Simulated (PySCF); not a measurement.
C5H8O2, charge -1, doublet (typed; the unrestricted solution is spin-contaminated), at a GFN2-xTB geometry (a state made from the parent by changing its charge; the spin is typed, not shown lowest), with bond 14-6 at 1.5 times its length; HF/STO-3G in PySCF.

Here is a job for PySCF.
```python
from pyscf import gto, scf

mol = gto.Mole()
mol.atom = '''
    C     2.63257487    0.01554614    0.27419668
    C     1.16782289   -0.44807195    0.17520119
    O     0.92078393   -1.69361780    0.29594480
    C     0.24304468    0.58412701   -0.04328949
    C    -1.13138225    0.48646963   -0.17590116
    C    -1.91973971   -0.77115608   -0.11049289
    O    -1.91932665    1.65881157   -0.39654464
    H     2.95390530    0.51297195   -0.64588571
    H     2.77073176    0.71865653    1.10111008
    H     3.27346517   -0.84883088    0.44316284
    H     0.66432513    1.58904443   -0.11743311
    H    -2.65449811   -0.75081861    0.70431814
    H    -2.47152176   -0.95628176   -1.04079690
    H    -0.85338037   -1.97916769    0.14354217
    H    -1.29315508    2.38871685   -0.41682642
'''
mol.basis = 'sto-3g'
mol.charge = -1
mol.spin = 1
mol.verbose = 4
mol.build()

mf = scf.UHF(mol)
mf.kernel()
mo_i, mo_e, stable_i, stable_e = mf.stability(internal=True, external=True, return_status=True, nroots=6, tol=1e-6)
print('internally stable:', stable_i, ' externally stable:', stable_e)
if not stable_i:
    umf = mf.copy()
    umf.scf_summary = {}
    umf.kernel(umf.make_rdm1(mo_i, mf.mo_occ))
```

What the program printed (banner, timings and long lists left out):

```
PySCF version 2.14.0

[INPUT] verbose = 4
[INPUT] num. atoms = 15
[INPUT] num. electrons = 55
[INPUT] charge = -1
[INPUT] spin (= nelec alpha-beta = 2S) = 1
[INPUT] symmetry False subgroup None
[INPUT] Mole.unit = angstrom
[INPUT] Symbol           X                Y                Z      unit          X                Y                Z       unit  Magmom
[INPUT]  1 C      2.632574870000   0.015546140000   0.274196680000 AA    4.974845506712   0.029377946894   0.518156629465 Bohr   0.0
[INPUT]  2 C      1.167822890000  -0.448071950000   0.175201190000 AA    2.206865424098  -0.846733269600   0.331082265798 Bohr   0.0
[INPUT]  3 O      0.920783930000  -1.693617800000   0.295944800000 AA    1.740029447601  -3.200473801688   0.559254619989 Bohr   0.0
[INPUT]  4 C      0.243044680000   0.584127010000  -0.043289490000 AA    0.459287881233   1.103840070861  -0.081805280172 Bohr   0.0
[INPUT]  5 C     -1.131382250000   0.486469630000  -0.175901160000 AA   -2.138002594694   0.919294368618  -0.332405017393 Bohr   0.0
[INPUT]  6 C     -1.919739710000  -0.771156080000  -0.110492890000 AA   -3.627782282352  -1.457273790493  -0.208801300812 Bohr   0.0
[INPUT]  7 O     -1.919326650000   1.658811570000  -0.396544640000 AA   -3.627001712079   3.134699559560  -0.749360765764 Bohr   0.0
[INPUT]  8 H      2.953905300000   0.512971950000  -0.645885710000 AA    5.582072014901   0.969376495084  -1.220547099670 Bohr   0.0
[INPUT]  9 H      2.770731760000   0.718656530000   1.101110080000 AA    5.235924191034   1.358064019330   2.080796484198 Bohr   0.0
[INPUT] 10 H      3.273465170000  -0.848830880000   0.443162840000 AA    6.185952649603  -1.604057889274   0.837456396184 Bohr   0.0
[INPUT] 11 H      0.664325130000   1.589044430000  -0.117433110000 AA    1.255392553366   3.002858772466  -0.221916415856 Bohr   0.0
[INPUT] 12 H     -2.654498110000  -0.750818610000   0.704318140000 AA   -5.016274426076  -1.418841542127   1.330968389163 Bohr   0.0
[INPUT] 13 H     -2.471521760000  -0.956281760000  -1.040796900000 AA   -4.670499237303  -1.807110624317  -1.966821092296 Bohr   0.0
[INPUT] 14 H     -0.853380370000  -1.979167690000   0.143542170000 AA   -1.612655179380  -3.740084888688   0.271255388626 Bohr   0.0
[INPUT] 15 H     -1.293155080000   2.388716850000  -0.416826420000 AA   -2.443708937790   4.514020635634  -0.787687775283 Bohr   0.0

nuclear repulsion = 288.531695041172
number of shells = 29
number of NR pGTOs = 129
number of NR cGTOs = 43
basis = sto-3g
ecp = {}

******** <class 'pyscf.scf.uhf.UHF'> ********
method = UHF
initial guess = minao
damping factor = 0
level_shift factor = 0
DIIS = <class 'pyscf.scf.diis.CDIIS'>
diis_start_cycle = 1
diis_space = 8
diis_damp = 0
SCF conv_tol = 1e-09
SCF conv_tol_grad = None
SCF max_cycles = 50
direct_scf = True
direct_scf_tol = 1e-13
number electrons alpha = 28  beta = 27
Set gradient conv threshold to 3.16228e-05
init E= -340.311577304792

cycle= 1 E= -338.803499597612  delta_E= 1.51  |g|= 0.49  |ddm|= 3.52
cycle= 2 E= -338.958250129585  delta_E= -0.155  |g|= 0.297  |ddm|=  1.1
cycle= 3 E= -339.016364248157  delta_E= -0.0581  |g|= 0.0716  |ddm|= 0.463
cycle= 4 E= -339.024651048761  delta_E= -0.00829  |g|= 0.0368  |ddm|= 0.153
cycle= 5 E= -339.028705236127  delta_E= -0.00405  |g|= 0.0245  |ddm|= 0.121
cycle= 6 E= -339.031365859816  delta_E= -0.00266  |g|= 0.0132  |ddm|= 0.139
cycle= 7 E= -339.032006357299  delta_E= -0.00064  |g|= 0.00696  |ddm|= 0.0684
cycle= 8 E= -339.032221842125  delta_E= -0.000215  |g|= 0.00425  |ddm|= 0.0405
cycle= 9 E= -339.032308559358  delta_E= -8.67e-05  |g|= 0.00373  |ddm|= 0.0209
cycle= 10 E= -339.032396571742  delta_E= -8.8e-05  |g|= 0.00352  |ddm|= 0.022
cycle= 11 E= -339.032445759691  delta_E= -4.92e-05  |g|= 0.0035  |ddm|= 0.0123
cycle= 12 E= -339.032478384714  delta_E= -3.26e-05  |g|= 0.00351  |ddm|= 0.00808
cycle= 13 E= -339.032437711752  delta_E= 4.07e-05  |g|= 0.00348  |ddm|= 0.0102
cycle= 14 E= -339.032197333387  delta_E= 0.00024  |g|= 0.00325  |ddm|= 0.0635
cycle= 15 E= -339.031803426685  delta_E= 0.000394  |g|= 0.00248  |ddm|= 0.139
cycle= 16 E= -339.031431215866  delta_E= 0.000372  |g|= 0.00267  |ddm|= 0.173
cycle= 17 E= -339.031448980521  delta_E= -1.78e-05  |g|= 0.0026  |ddm|= 0.00715
cycle= 18 E= -339.031646974862  delta_E= -0.000198  |g|= 0.00234  |ddm|= 0.0912
cycle= 19 E= -339.031757696985  delta_E= -0.000111  |g|= 0.00246  |ddm|= 0.0523
cycle= 20 E= -339.03180837251  delta_E= -5.07e-05  |g|= 0.00261  |ddm|= 0.0227
cycle= 21 E= -339.029603225992  delta_E= 0.00221  |g|= 0.0125  |ddm|= 0.463
cycle= 22 E= -339.031489675387  delta_E= -0.00189  |g|= 0.0024  |ddm|= 0.314
cycle= 23 E= -339.031378337964  delta_E= 0.000111  |g|= 0.00266  |ddm|= 0.0463
cycle= 24 E= -339.03146326215  delta_E= -8.49e-05  |g|= 0.00221  |ddm|= 0.0329
cycle= 25 E= -339.031431144544  delta_E= 3.21e-05  |g|= 0.00235  |ddm|= 0.0131
cycle= 26 E= -339.031518042828  delta_E= -8.69e-05  |g|= 0.00208  |ddm|= 0.0373
cycle= 27 E= -339.031679319355  delta_E= -0.000161  |g|= 0.00199  |ddm|= 0.0773
cycle= 28 E= -339.031790407644  delta_E= -0.000111  |g|= 0.00216  |ddm|= 0.0515
cycle= 29 E= -339.031594076358  delta_E= 0.000196  |g|= 0.002  |ddm|= 0.0929
cycle= 30 E= -339.031631242541  delta_E= -3.72e-05  |g|= 0.00206  |ddm|= 0.0183
cycle= 31 E= -339.031685471438  delta_E= -5.42e-05  |g|= 0.00208  |ddm|= 0.0263
cycle= 32 E= -339.031652764416  delta_E= 3.27e-05  |g|= 0.00206  |ddm|= 0.0158
cycle= 33 E= -339.031607268514  delta_E= 4.55e-05  |g|= 0.00208  |ddm|= 0.022
cycle= 34 E= -339.031632558089  delta_E= -2.53e-05  |g|= 0.00213  |ddm|= 0.0125
cycle= 35 E= -339.031466614261  delta_E= 0.000166  |g|= 0.00251  |ddm|= 0.0767
cycle= 36 E= -339.024560383361  delta_E= 0.00691  |g|= 0.0307  |ddm|= 0.535
cycle= 37 E= -339.030168903551  delta_E= -0.00561  |g|= 0.00906  |ddm|= 0.282
cycle= 38 E= -339.031629228847  delta_E= -0.00146  |g|= 0.00204  |ddm|= 0.33
cycle= 39 E= -339.031835304791  delta_E= -0.000206  |g|= 0.00244  |ddm|= 0.0955
cycle= 40 E= -339.031884393652  delta_E= -4.91e-05  |g|= 0.00261  |ddm|= 0.0202
cycle= 41 E= -339.031748821833  delta_E= 0.000136  |g|= 0.00225  |ddm|= 0.0583
cycle= 42 E= -339.031635298766  delta_E= 0.000114  |g|= 0.00212  |ddm|= 0.0543
cycle= 43 E= -339.031633386275  delta_E= 1.91e-06  |g|= 0.00215  |ddm|= 0.000901
cycle= 44 E= -339.031579779477  delta_E= 5.36e-05  |g|= 0.00213  |ddm|= 0.0262
cycle= 45 E= -339.031278398511  delta_E= 0.000301  |g|= 0.00319  |ddm|= 0.12
cycle= 46 E= -339.031481791146  delta_E= -0.000203  |g|= 0.00231  |ddm|= 0.0749
cycle= 47 E= -339.031465242272  delta_E= 1.65e-05  |g|= 0.0024  |ddm|= 0.00696
cycle= 48 E= -339.031303750232  delta_E= 0.000161  |g|= 0.00307  |ddm|= 0.0599
cycle= 49 E= -339.031353265316  delta_E= -4.95e-05  |g|= 0.00283  |ddm|= 0.0166
cycle= 50 E= -339.03153939819  delta_E= -0.000186  |g|= 0.00207  |ddm|= 0.0758
SCF not converged.
SCF energy = -339.03153939819 after 50 cycles  <S^2> = 1.0035933  2S+1 = 2.2392796
uhf_internal: lowest eigs of H = [0.01356875 0.18005889 0.24551446 0.28095462 0.41283321 0.44847115]
<class 'pyscf.scf.uhf.UHF'> wavefunction is stable in the internal stability analysis
uhf_real2complex: lowest eigs of H = [0.12610544 0.22628768 0.24249318 0.25799844 0.28180309 0.29511433]
<class 'pyscf.scf.uhf.UHF'> wavefunction is stable in the real -> complex stability analysis
uhf_external: lowest eigs of H = [-0.00893141  0.00152404  0.09766193  0.12831615  0.17707041  0.20462143]
<class 'pyscf.scf.uhf.UHF'> wavefunction has an UHF/UKS -> GHF/GKS instability
internally stable: True  externally stable: False
```

The run did not converge; its last values are not results.
